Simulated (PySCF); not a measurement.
C5H8F3OP.
Geometry (PBE0-D3(BJ)/def2-SVP, Å), atoms numbered from 1 in this order:
```
atom  x, y, z in Å
C1     2.7683    0.5948    0.3509
C2     1.9277   -0.4390    0.2867
C3     0.7530   -0.5200   -0.6331
P4    -0.7989   -0.5504    0.3291
C5    -1.0419    1.1011    1.0151
O6    -0.9249   -1.6862    1.2864
C7    -2.0770   -0.5951   -1.0566
F8    -1.9416   -1.7008   -1.7860
F9    -1.9235    0.4576   -1.8779
F10   -3.3159   -0.5566   -0.5752
H11    2.6619    1.4628   -0.3082
H12    3.6023    0.6039    1.0569
H13    2.0576   -1.2920    0.9622
H14    0.7236    0.3116   -1.3543
H15    0.7513   -1.4694   -1.1956
H16   -1.0390    1.8697    0.2297
H17   -2.0023    1.1132    1.5494
H18   -0.2311    1.2966    1.7314
```

Computed with PySCF at PBE0/pcSseg-1, non-relativistic, on one gas-phase PBE0-D3(BJ)/def2-SVP geometry that isn't relaxed in the solvent. The solvent is an IEF-PCM continuum (van der Waals radii × 1.2). Only the electrostatic response of the medium enters.

```
run  E − E(gas) (kcal/mol)  HOMO (eV)  HOMO–LUMO gap (eV)  dipole (D)
gas                   0.00      -7.77                7.32        4.05
  P                  -7.64      -7.59                7.41        5.03
  Q                  -9.13      -7.57                7.41        5.25
```

Q: The runs were made in methanol and tetrahydrofuran. Which run belongs to which solvent?

A: P = tetrahydrofuran, Q = methanol. The dielectric constants are 7.426 (tetrahydrofuran), 32.61 (methanol), and the energy falls further as ε rises. In this model the ground state sees the solvent through ε alone.

Q: How constant is the ratio of the lowering to (ε − 1)/(2ε + 1)?

A: 
```
        solvent  (ε − 1)/(2ε + 1)  E − E(gas) (kcal/mol)  ratio (kcal/mol)  polarisation term (kcal/mol)
tetrahydrofuran             0.405                  -7.64             -18.9                         -8.68
       methanol             0.477                  -9.13             -19.1                        -10.66
```

The ratio changes by +1.4 % in size from tetrahydrofuran to methanol. The polarisation term is half the interaction of the solute with the induced surface charges.

Hardware: Arm Neoverse V2, one thread (shared host). Cost: 45 s, 1.2 GiB resident at most. This is the whole shielding run at PBE0/pcSseg-1 in methanol, SCF included.
